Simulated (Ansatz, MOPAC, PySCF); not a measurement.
Noncovalent pair: NH3 (SMILES N) (first 4 atoms) with H2Se (SMILES [SeH2]); geometry from B3LYP-D3(BJ)/def2-TZVP, rigid monomers moved along the line of their centres of mass till N1···H7 is 3.87 Å.
(charge 0, multiplicity 1):
| atom | x (Å) | y (Å) | z (Å) |
|---|---|---|---|
| N | -0.0681 | -0.1982 | 0.0157 |
| H | -0.9794 | -0.3057 | -0.4151 |
| H | 0.3835 | 0.6005 | -0.4148 |
| H | 0.4788 | -1.0217 | -0.2082 |
| Se | -0.5199 | 0.4058 | 5.3187 |
| H | 0.8079 | 1.0255 | 5.4399 |
| H | -0.3694 | 0.2531 | 3.8473 |

Counterpoise-corrected where a basis set is named; no monomer relaxation. Rows marked so take none.

Rows in 3-21G, 6-31G*, STO-3G carry no dispersion term and start afresh at each structure (6-31G* with six Cartesian d functions); the Pople sets are all-electron and without relativity. The state that PM7 reach isn't checked; PM7 holds dispersion and hydrogen-bond terms.

Run with Ansatz (a program for electronic structure) with Gaussian orbitals; MOPAC for PM7 (differences of heats of formation); PySCF for 3-21G rows, 6-31G* rows, STO-3G rows, the dispersion terms. Values without a source in brackets are computed.

```json
[
 {"level": "PM7", "interaction energy (meV)": "-39.2"},
 {"level": "HF/STO-3G (no counterpoise)", "interaction energy (meV)": "-25.7"},
 {"level": "HF/3-21G (no counterpoise)", "interaction energy (meV)": "-34.5"},
 {"level": "HF/6-31G* (no counterpoise)", "interaction energy (meV)": "-38.8"},
 {"level": "HF/aug-cc-pVDZ", "interaction energy (meV)": "-30.7"},
 {"level": "PBE/def2-TZVPPD", "interaction energy (meV)": "-34.7"},
 {"level": "PBE-D3(BJ)/def2-TZVPPD", "interaction energy (meV)": "-39.9"},
 {"level": "BP86/6-31G* (no counterpoise)", "interaction energy (meV)": "[?]"},
 {"level": "wB97M-V/def2-TZVPPD", "interaction energy (meV)": "[?]"}
]
```

Problem. Fill in the missing entries.

Solution. 
- BP86/6-31G* (no counterpoise), interaction energy (meV): -37.9
- wB97M-V/def2-TZVPPD, interaction energy (meV): -35.6
